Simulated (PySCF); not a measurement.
# Hartree-Fock beside MP2: ClH2Si

Calculated results; nothing here was measured. They come from PySCF 2.14.0, an open-source quantum chemistry program, on an isolated molecule that a program drew, which may never have been made. The molecule is ClH2Si (charge 0, doublet), drawn as the SMILES string `[SiH2]Cl`.

The geometry was optimised and harmonic frequencies were computed with HF and MP2, all in the cc-pV(D+d)Z basis, for the commonest isotopes, with a restricted reference for singlets and an unrestricted one otherwise, and a frozen core in MP2. Each result is a local minimum of its method.

Geometry at the HF minimum:
```xyz
4
ClH2Si, angstrom
Si   -2.2529    0.0836   -2.0184
Cl   -2.4333    2.0326   -1.3311
H    -3.2789   -0.1460   -3.0556
H    -2.4298   -0.8360   -0.8763
```

Lengths of the bonds as drawn, in Å (atoms numbered as above):
| bond | HF | MP2 |
|---|---|---|
| Si1-Cl2 | 2.075 | 2.068 |
| Si1-H3 | 1.477 | 1.482 |
| Si1-H4 | 1.477 | 1.482 |

Rotational constants, in GHz:
| constant | HF | MP2 |
|---|---|---|
| A | 131.1 | 130.9 |
| B | 6.927 | 6.965 |
| C | 6.73 | 6.765 |

Harmonic frequencies in cm^-1, each column in rising order, so a row needn't be the same motion in every method:
| rank | HF | MP2 |
|---|---|---|
| 1 | 553 | 558 |
| 2 | 697 | 668 |
| 3 | 810 | 766 |
| 4 | 996 | ? |
| 5 | 2313 | 2263 |
| 6 | 2336 | 2296 |

**Estimate the missing MP2 frequency from the HF column.**

A single factor s that minimises the squared misfit of MP2 against s times HF over the other rows is sum(HF x MP2) / sum(HF^2) = 0.9786, with an rms misfit of 16 cm^-1. For rank 4 it gives 0.9786 x 996 = 975 cm^-1. The calculation gives 952 cm^-1, 23 cm^-1 below the estimate. The drawn bonds are on average 0.1 % longer in MP2 than in HF.
